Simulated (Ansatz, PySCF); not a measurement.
Mg(I)(Et) (C₂H₅IMg), SMILES [Mg]([I])[CH2]C. Atoms are numbered in the order given.

```xyz
9

Mg    -0.1908    -0.9214     0.2490
I      1.0800     0.8930     1.5653
C     -1.2239    -2.4070    -0.8139
C     -1.7596    -2.0079    -2.1897
H     -2.0522    -2.7569    -0.1705
H     -0.5473    -3.2764    -0.9072
H     -0.9562    -1.6926    -2.8761
H     -2.4730    -1.1690    -2.1335
H     -2.2909    -2.8371    -2.6902
```
Charge 0, spin multiplicity 1.

Coordinates come from a PBE0-D3(BJ)/def2-SVP optimisation. The structure was generated by enumeration; whether it is a known compound was not checked. The def2 effective core potentials stand for the cores of I; spin–orbit coupling is left out. Other conformers were not sampled.

Two levels are set side by side: PBE-D3(BJ)/def2-SVP (Ansatz, a quantum-chemistry and plane-wave program) and PBE0-D3(BJ)/def2-SVP (Ansatz). Each level has its own optimised geometry; the coordinates shown are those of the second. Frequencies come from the Hessian of PySCF at each geometry. Differences are taken from unrounded values.

| quantity | PBE0-D3(BJ) | PBE-D3(BJ) | PBE-D3(BJ) minus PBE0-D3(BJ) |
|---|---|---|---|
| mean bond length (Å) | 1.466 | 1.475 | 0.010 |
| bond Mg1–I2 (Å) | 2.577 | 2.593 | 0.016 |
| bond Mg1–C3 (Å) | 2.099 | 2.112 | 0.014 |
| bond C3–C4 (Å) | 1.529 | 1.537 | 0.008 |
| bond C3–H5 (Å) | 1.106 | 1.113 | 0.008 |
| bond C3–H6 (Å) | 1.106 | 1.113 | 0.008 |
| bond C4–H7 (Å) | 1.103 | 1.111 | 0.008 |
| bond C4–H8 (Å) | 1.103 | 1.111 | 0.008 |
| bond C4–H9 (Å) | 1.105 | 1.113 | 0.009 |
| highest harmonic wavenumber (cm⁻¹) | 3123 | 3036 | -87 |
| mean harmonic wavenumber (cm⁻¹) | 1353 | 1312 | -41 |
| zero-point energy (kcal/mol) | 40.63 | 39.40 | -1.23 |

GGA bonds tend to be longer and softer than those of functionals with exact exchange. Differences between two approximate levels are no errors against the true value.
